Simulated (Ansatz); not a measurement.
Coupled-cluster diagnostics for HfSi₂ (the lowest singlet isomer of a short search), Ansatz.

Geometry of the singlet (PBE-D4/def2-TZVP):

```xyz
3

Hf   -0.936    0.467   -0.987
Si   -0.099    0.407    1.334
Si    1.035   -0.874   -0.348
```

In the def2 sets Hf takes a core potential; there is no spin–orbit coupling. Correlated methods freeze 10 core orbitals; core or outer-core shells of Hf are correlated, in sets that lack core-valence functions. The structure comes from a short search, and lower isomers may exist.

Geometry of the charge 0 triplet (PBE-D4/def2-TZVP):

```tsv
atom	x (Å)	y (Å)	z (Å)
Hf1	0.299	1.091	0.894
Si2	-1.265	-0.212	-0.480
Si3	0.966	-0.878	-0.414
```

Geometry of the charge 0 quintet (PBE-D4/def2-TZVP):

```xyz
3

Hf   -0.013    0.939   -1.151
Si   -1.140   -0.119    0.875
Si    1.153   -0.821    0.276
```

**Question.** Estimate the CCSD(T) correlation energy, the shares of MP2 and (T), T1 and the reference's ⟨S²⟩ for: charge 0, singlet, own geometry in def2-TZVPP; charge 0, singlet, own geometry in def2-TZVPD; charge 0, triplet, own geometry in def2-TZVPP; charge 0, quintet, own geometry in def2-TZVPP; charge 1, doublet, vertical in def2-TZVPP; charge -1, doublet, vertical in def2-TZVPD; and the rough time on 4 threads of Arm Neoverse V2 on a shared host.

**Answer.** 
```json
{"state": "charge 0, singlet, own geometry", "basis": "def2-TZVPP", "correlation (eV)": "-15.994", "MP2 share (%)": "94.0", "(T) share (%)": "7.7", "T1": "0.038", "⟨S²⟩ (pure)": "0.00 (0.00)", "wall time": "6 s", "remarks": "restricted SCF unstable"}
{"state": "charge 0, singlet, own geometry", "basis": "def2-TZVPD", "correlation (eV)": "-14.944", "MP2 share (%)": "94.0", "(T) share (%)": "7.6", "T1": "0.037", "⟨S²⟩ (pure)": "0.00 (0.00)", "wall time": "6 s", "remarks": "restricted SCF unstable"}
{"state": "charge 0, triplet, own geometry", "basis": "def2-TZVPP", "correlation (eV)": "-15.063", "MP2 share (%)": "86.8", "(T) share (%)": "7.4", "T1": "0.106", "⟨S²⟩ (pure)": "2.70 (2.00)", "wall time": "22 s", "remarks": "large T1, spin-contaminated"}
{"state": "charge 0, quintet, own geometry", "basis": "def2-TZVPP", "correlation (eV)": "-14.419", "MP2 share (%)": "86.9", "(T) share (%)": "6.8", "T1": "0.072", "⟨S²⟩ (pure)": "6.47 (6.00)", "wall time": "7.5 s", "remarks": "large T1, spin-contaminated"}
{"state": "charge 1, doublet, vertical", "basis": "def2-TZVPP", "correlation (eV)": "-14.724", "MP2 share (%)": "87.4", "(T) share (%)": "7.6", "T1": "0.094", "⟨S²⟩ (pure)": "1.61 (0.75)", "wall time": "14 s", "remarks": "large T1, spin-contaminated"}
{"state": "charge -1, doublet, vertical", "basis": "def2-TZVPD", "correlation (eV)": "-14.426", "MP2 share (%)": "85.5", "(T) share (%)": "7.3", "T1": "0.097", "⟨S²⟩ (pure)": "2.32 (0.75)", "wall time": "16 s", "remarks": "large T1, spin-contaminated"}
```
Customary marks for T1 are 0.02 (closed shells), 0.045 (open shells) and about 0.05 (3d metals). T1 exceeds 0.02 in 6 of 6 rows and 0.045 in 4; the higher it lies, the less the single-reference result can be trusted.
